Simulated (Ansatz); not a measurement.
Total energies of the cluster GeBr₂⁻ from Ansatz at PBE0-D4/def2-TZVPD, gas phase (1 Eh = 27.2114 eV = 2625.5 kJ/mol). The reference geometry is relaxed at B3LYP-D4/def2-TZVPD.

```csv
atom,x (Å),y (Å),z (Å)
Ge1,-0.8272,0.5589,0.3971
Br2,0.0428,-1.7229,1.0608
Br3,0.7844,1.1640,-1.4579
```

```csv
state,geometry,energy (Eh)
charge -1 doublet,reference,-7224.61627
charge 0 singlet,reference,-7224.54149
charge -1 quartet,relaxed at B3LYP-D4/def2-TZVPD,-7224.52469
```

(1) Work out the vertical ionisation energy to the singlet.

(2) Which of the charge -1 states is lowest, and how far above it are the others?

(1) E(charge 0 singlet) − E(charge -1 doublet) = -7224.54149 − (-7224.61627) = 0.07478 Eh = 2.03 eV. For comparison, −ε of the highest occupied level of the spin that leaves is 0.21 eV at this level, 1.82 eV less.

(2) The doublet. quartet: -7224.52469 − (-7224.61627) = 0.09158 Eh = 240.4 kJ/mol.

The structure comes from a short search, and lower isomers may exist.
